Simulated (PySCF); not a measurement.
## Working out the excitation energy of Xe²⁺

Xe²⁺ [Kr] 4d10 5s2 5p4 (3P) → Xe²⁺ [Kr] 4d10 5s2 5p3 6s1 (5S). All numbers are calculated (PySCF 2.14, scalar relativity through the core potential, in aug-cc-pwCVDZ-PP with ECP28MDF). Frozen: 4s2 4p6 4d10. Energies in hartree (1 hartree = 27.21139 eV):

```
            part  Xe²⁺ (lower)  Xe²⁺ (upper)
             UHF   -327.127482   -326.615045
CCSD correlation     -0.084826     -0.085417
             (T)     -0.001111     -0.001391
```

Question: What does Hartree-Fock give?

Answer: (-326.615045) − (-327.127482) = 0.512437 hartree = 13.944 eV.

Question: What do CCSD and CCSD(T) give?

Answer: The CCSD correlation energies differ by -0.000591 hartree = -0.016 eV and the triples by -0.000280 hartree = -0.008 eV, so CCSD gives 13.928 eV and CCSD(T) 13.920 eV.

A double-zeta basis recovers only part of the correlation energy.
